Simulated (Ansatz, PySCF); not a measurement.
Lewis adduct: BH3 (SMILES B) (first 4 atoms) with H2S (SMILES S); geometry from B3LYP-D3(BJ)/def2-TZVP, rigid monomers moved along the line of their centres of mass till B1···S5 is 1.83 Å.
(charge 0, multiplicity 1):
```xyz
7

B     -0.449    -0.325     0.670
H      0.406    -0.887     0.038
H     -1.248    -1.057     1.191
H     -0.879     0.690     0.202
S      0.522     0.168     2.135
H     -0.307     1.011     2.780
H      1.286     1.174     1.670
```

Interaction energies are E(AB) − E(A) − E(B) at the monomers' geometry in the complex; basis-set methods are counterpoise corrected. Rows marked so take none.

Rows in 6-31G* carry no dispersion term and start afresh at each structure (6-31G* with six Cartesian d functions).

Codes used: Ansatz (a quantum-chemistry and plane-wave program) with Gaussian orbitals; PySCF for 6-31G* rows, the dispersion terms. 

Q: What is the computed interaction energy (M06-2X/6-31G* (no counterpoise))?

A: -17.2 kcal/mol

Q: Estimate the interaction energy that PBE-D4/def2-TZVPPD returns for this input.

A: -26.2 kcal/mol

Q: Predict the interaction energy from B3LYP/def2-TZVPPD.

A: -16.5 kcal/mol
